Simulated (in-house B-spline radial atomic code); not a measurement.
**BP86 excitations of the germanium ion Ge²⁺**

Method: BP86. Computed with an all-electron radial atomic-structure program (B-spline basis): linear response of the closed shell [Ar] 3d10 4s2 with the functional's adiabatic kernel; scalar-relativistic (spin-free one-electron X2C), finite nucleus, no spin-orbit coupling, no double excitations, S, P, D and F terms only; shells from n = 2 respond. Only terms of natural parity with L up to 3 were computed.

Command:
```bash
python run_td.py task.json out
```
Settings (radii: box in bohr, nucleus in fm):
```
Z                        32
electrons                30
configuration            [Ar] 3d10 4s2
hamiltonian              x2c
method                   b88,p86
box_radius               29.48
rms_radius               4.0742
intervals                73
```

Run time, properties included: 1.7 s on 1 thread of Arm Neoverse N1, on a shared host.

The lowest states, in the order of their Tamm-Dancoff energies; the method's threshold (minus the highest occupied level) is 29.460 eV. Labels give the largest channel, * marks a mixed state, and oscillator strengths are full-response dipole values. Semilocal kernels can invert the small singlet-triplet splittings of Rydberg terms. Energies in eV:

| state | full response | Tamm-Dancoff | oscillator strength |
| --- | --- | --- | --- |
| 4s → 4p 3P | ? | ? | - |
| 4s → 4p 1P | 11.651 | 12.146 | 1.64 |
| 4s → 5s 3S | 19.600 | 19.606 | - |
| 4s → 4d 3D | 19.703 | 19.738 | - |
| 4s → 5s 1S | 20.036 | 20.059 | - |
| 4s → 4d 1D | 20.260 | 20.276 | - |
| 4s → 5p 3P | 22.002 | 22.009 | - |
| 4s → 5p 1P | 22.226 | 22.275 | 0.00131 |
| 4s → 6s 3S | 24.712 | 24.714 | - |
| 4s → 6s 1S | ? | ? | - |
| 4s → 5d 3D | 24.967 | 24.974 | - |
| 4s → 5d 1D | 25.106 | 25.109 | - |
| 4s → 4f 1F | 25.195 | 25.200 | - |
| 4s → 4f 3F | 25.244 | 25.249 | - |

(1) Where does 4s → 6s 1S lie?

(2) Where does 4s → 4p 3P lie?

(3) How large is the singlet-triplet splitting of 4s → 4p (P terms) in Tamm-Dancoff?

(4) What polarisabilities and dispersion coefficient does the method give?

## Answers

(1) At 24.825 eV in full response, 24.832 eV in Tamm-Dancoff.

(2) At 7.967 eV in full response, 8.113 eV in Tamm-Dancoff.

(3) 4.03 eV, from the unrounded values.

(4) Dipole 10.15 bohr³, quadrupole 29.85 bohr⁵, C6 39.52 hartree·bohr⁶ for two such species.
